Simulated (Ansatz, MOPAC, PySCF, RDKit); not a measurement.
Dimer: N2 (SMILES N#N) (first 2 atoms) with AsH3 (SMILES [AsH3]); geometry from B3LYP-D3(BJ)/def2-TZVP, rigid monomers moved along the line of their centres of mass till N2···As3 is 3.17 Å.
(charge 0, multiplicity 1):
```xyz
6

N      0.242    -0.233    -1.008
N      0.460    -0.696    -0.045
As    -0.305     0.034     2.940
H      1.180    -0.303     3.011
H     -0.688    -1.434     2.796
H     -0.450    -0.015     4.458
```

Counterpoise-corrected where a basis set is named; no monomer relaxation. Rows marked so take none. RDKit's UFF carries no charges.

Frozen-core correlation. Filled d and f shells under p-block atoms count as core. CBS: X⁻³ extrapolation of the correlation energy, Hartree–Fock from the larger set. Rows in 3-21G carry no dispersion term and start afresh at each structure; the Pople sets are all-electron and without relativity. The state reached by PM7 isn't checked; PM7 holds dispersion and hydrogen-bond terms.

Run with Ansatz (Gaussian basis) for Hartree–Fock, density functionals and correlated methods; MOPAC for PM7 (differences of heats of formation); PySCF for 3-21G rows, the dispersion terms; RDKit for the force fields. 

```
level                                  interaction energy (meV)
-------------------------------------  ------------------------
UFF                                                        25.3
PM7                                                         3.6
HF/aug-cc-pVTZ                                             79.5
r2SCAN-D3(BJ)/def2-TZVPPD                                   0.5
B3LYP/3-21G (no counterpoise)                             -75.2
B3LYP-D4/def2-TZVPPD                                        0.2
PBE0-D4/def2-TZVPPD                                        -5.4
wB97M-V/def2-TZVPPD                                  (withheld)
CCSD(T)/CBS(aug-cc-pVDZ, aug-cc-pVTZ)                (withheld)
```

### Question
What belongs in the gaps?

### Answer

- wB97M-V/def2-TZVPPD, interaction energy (meV): -2.5
- CCSD(T)/CBS(aug-cc-pVDZ, aug-cc-pVTZ), interaction energy (meV): -1.0

Ansatz is a first-principles code.
